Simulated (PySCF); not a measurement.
Ge(H)3(NCO) (CH₃GeNO), SMILES O=C=[N][GeH3].

Geometry optimised at B3LYP-D3(BJ)/def2-SVP.

Computed with B3LYP/def2-TZVPD (PySCF).

Gas-phase values at a fixed geometry.

The total energy is -2247.02653 hartree, the point group is Cs and the highest occupied level is -8.16 eV. The lowest empty level is -0.52 eV, the orbital gap is 7.64 eV and the dipole moment comes out as 3.26 D. The quadrupole, principal values (traceless, Buckingham form, about the centre of nuclear charge) is -7.68, 3.76, 3.92 D·Å and the mean static polarisability is 53.5 bohr³ (7.93 Å³). The polarisability, principal values comes out as 43.0, 43.2, 74.4 bohr³.
